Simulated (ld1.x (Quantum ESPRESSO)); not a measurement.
Reading a pseudo-wave (germanium (Ge))

Columns: radius, all-electron u(r) and pseudo u(r) of the 3d shell (level -29.31 eV) of germanium in the configuration [Ne] 3s2 3p6 3d10 4s2 4p2; PBE, scalar-relativistic, RRKJ scheme, ld1.x (Quantum ESPRESSO) 7.5.

```tsv
r (bohr)	all-electron	pseudo
0.047	0.0285	0.0040
0.095	0.1491	0.0319
0.142	0.3295	0.1003
0.190	0.5314	0.2204
0.237	0.7151	0.3834
0.285	0.8718	0.5817
0.332	0.9894	0.7853
0.380	1.0736	0.9783
0.427	1.1243	1.1315
0.475	1.1486	1.2368
0.522	1.1509	1.2851
0.570	1.1363	1.2830
0.617	1.1098	1.2417
0.665	1.0739	1.1747
0.712	1.0329	1.0992
0.760	0.9872	1.0232
0.807	0.9404	0.9560
0.855	0.8918	0.8964
0.902	0.8442	0.8449
0.950	0.7964	0.7964
0.997	0.7507	0.7507
1.045	0.7057	0.7057
1.092	0.6634	0.6634
1.140	0.6220	0.6220
1.187	0.5835	0.5835
1.235	0.5462	0.5462
```

Problem. How many radial nodes do the two functions have?

Solution. The all-electron 3d function has n − l − 1 = 0; the pseudo-wave has 0.

Problem. At about which radius was the pseudo-wave matched?

Solution. 0.95 bohr, where the columns begin to agree (steps of 0.05 bohr).

Problem. Where does each function peak?

Solution. Outermost all-electron maximum near 0.52 bohr, pseudo maximum near 0.52 bohr (to the table’s step).

Problem. Is the pseudo-wave norm-conserving?

Solution. Yes: the RRKJ scheme keeps the norm inside the radius equal to the all-electron one, which fixes the energy derivative of the logarithmic derivative at the level.
